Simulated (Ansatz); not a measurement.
Ansatz (an electronic-structure program) input (CCSD(T)/cc-pV(D+d)Z):
A basis named .json is the Basis Set Exchange file of that set.

Ansatz 0.2 input:
```yaml
crystal:
  periodic: [false, false, false]
  atoms:
    - {symbol: Cl, position_ang: [2.32471198, -1.35496712, -0.08387089]}
    - {symbol: Si, position_ang: [1.11773851, 0.30499949, 0.24505119]}
    - {symbol: Si, position_ang: [-1.11043660, -0.31045289, -0.14414745]}
    - {symbol: Cl, position_ang: [-2.25480969, 1.40407348, 0.07748454]}
    - {symbol: H, position_ang: [1.59422289, 1.38993402, -0.65326580]}
    - {symbol: H, position_ang: [-1.33684459, -0.84286665, -1.50700453]}
    - {symbol: H, position_ang: [-1.54794419, -1.30552773, 0.85618578]}
basis:
  gaussian:
    orbitals: cc-pV_D+d_Z.json
magnetization: {spin_polarized: true, initial_magnetization: 1}
correlation: {method: ccsd_t, electrons: outside_noble_gas}
```

End of the output:

```
integrals: 0.27 GiB planned
1118 factors; integrals over basis functions are off by at most 1.0e-3 eV
0.61 GiB of device memory are held for the factors and their scratch space
mean field: 0.74 GiB planned
mean field evaluation 1: about -40779.8406 eV, gradient 1.3e1 eV
mean field evaluation 2: about -40779.8757 eV, gradient 1.3e1 eV
mean field evaluation 4: about -40781.4996 eV, gradient 1.9e0 eV
mean field evaluation 8: about -40781.5633 eV, gradient 2.1e-1 eV
mean field evaluation 16: about -40781.5649 eV, gradient 1.4e-6 eV
mean field -40781.56491844 eV, -1498.6948680151 hartree, gradient 1.4e-6 eV, S^2 0.757225; 0 other end points of the search recorded, 0 dependent functions left out
20 core orbitals not correlated
reference -40781.56491844 eV, -1498.6948680151 hartree; 13, 12 occupied and 74, 75 virtual orbitals, 1118 factors
second order -12.15077723 eV of doubles, -0.00000000 eV of singles
coupled cluster: 1.73 GiB planned
cycle   1  -13.30513146 eV  change    -1.2e0 eV  update   8.6e-2
cycle   2  -13.69732175 eV  change   -3.9e-1 eV  update   2.8e-2
cycle   3  -13.75164794 eV  change   -5.4e-2 eV  update   1.2e-2
cycle   4  -13.74847310 eV  change    3.2e-3 eV  update   4.9e-3
cycle   5  -13.74751086 eV  change    9.6e-4 eV  update   2.1e-3
cycle   6  -13.74779128 eV  change   -2.8e-4 eV  update   9.1e-4
cycle   7  -13.74804126 eV  change   -2.5e-4 eV  update   3.8e-4
cycle   8  -13.74816413 eV  change   -1.2e-4 eV  update   1.6e-4
cycle   9  -13.74816713 eV  change   -3.0e-6 eV  update   7.8e-5
cycle  10  -13.74814701 eV  change    2.0e-5 eV  update   3.7e-5
cycle  11  -13.74814779 eV  change   -7.8e-7 eV  update   1.5e-5
perturbative correction -0.35784449 eV, -0.0131505426 hartree
Total energy: -40795.67091073 eV, -1499.2132536703 hartree
```

It need not be the lowest isomer of its formula.
